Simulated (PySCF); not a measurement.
## Nb³⁶⁺: ionisation energy

Nb³⁶⁺ [He] 2s2 2p1 (2P) → Nb³⁷⁺ [He] 2s2 (1S), as a difference of total energies. All numbers are calculated (PySCF 2.14, the spin-free X2C one-electron Hamiltonian (Gaussian nucleus), in an even-tempered Gaussian basis (19 s from 13 bohr⁻², ratio 2.2; 12 p from 16 bohr⁻², ratio 2.2; 6 d from 65 bohr⁻², ratio 2.4; 5 f from 97 bohr⁻², ratio 2.4; 4 g from 150 bohr⁻², ratio 2.4)). Correlated levels: nothing frozen; virtual orbitals above 40 to 60 times the deepest correlated orbital energy dropped. The calculations carry no spin-orbit coupling.

```tsv
method	ionisation energy (eV)
UHF	4945.4
LDA	4940.9
PBE	4946.6
PBE0	4946.5
r2SCAN	4948.3
r2SCANh	4948.1
r2SCAN0	4947.8
MP2 (all electrons)	4944.6
SCS-MP2 (all electrons)	4944.3
```

A first-order spin-orbit estimate (lowest level to lowest level, LS coupling) adds 70.976 eV.

For this ion Breit and QED terms and the two-electron picture change, all absent here, outweigh the differences among the correlated methods.

For comparison: 5011 ± 4 eV (semi-empirical (NIST evaluation); NIST Atomic Spectra Database, ionization energies).
